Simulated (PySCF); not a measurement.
Polarisability and C₆ of Cl³⁺ (chlorine, charge +3)

[Ne] 3s2 3p2, high-spin 3P determinant. Computed with PySCF 2.14 in ANO-RCC-VTZP (5s4p2d1f, 34 functions), with the spin-free X2C one-electron Hamiltonian (Gaussian nucleus). Coupled (time-dependent) response in atomic units; α is the mean over directions. The basis has no added diffuse functions, which lowers α and C₆.

```
 method  mean α (bohr³)         α xx, yy, zz  C₆ (like pair)  S(−4)
    UHF           4.471  4.767, 4.323, 4.323           12.16  8.093
    PBE           4.325  4.587, 4.194, 4.194           11.66  7.021
   PBE0           4.349  4.625, 4.211, 4.211           11.74  7.172
r2SCANh           4.396  4.668, 4.260, 4.260           12.17  7.202
 revPBE           4.354  4.617, 4.223, 4.223           11.76  7.194
```

S(−4) is the Cauchy moment in α(ω) = α(0) + S(−4) ω² + …

α(iu) at PBE:

| u (hartree) | α(iu) (bohr³) |
| --- | --- |
| 0 | 4.325 |
| 0.0500 | 4.307 |
| 0.100 | 4.256 |
| 0.200 | 4.065 |
| 0.300 | 3.789 |
| 0.500 | 3.134 |
| 0.750 | 2.366 |
| 1.00 | 1.775 |
| 1.50 | 1.051 |
| 2.00 | 0.6786 |
| 3.00 | 0.3464 |
| 5.00 | 0.1430 |

For an ion, C₆ is the dispersion term alone; charge-induced terms of lower order in 1/R come first.

The components differ because the open shell of this determinant is not spherical; for a pure term their mean is the scalar polarisability.
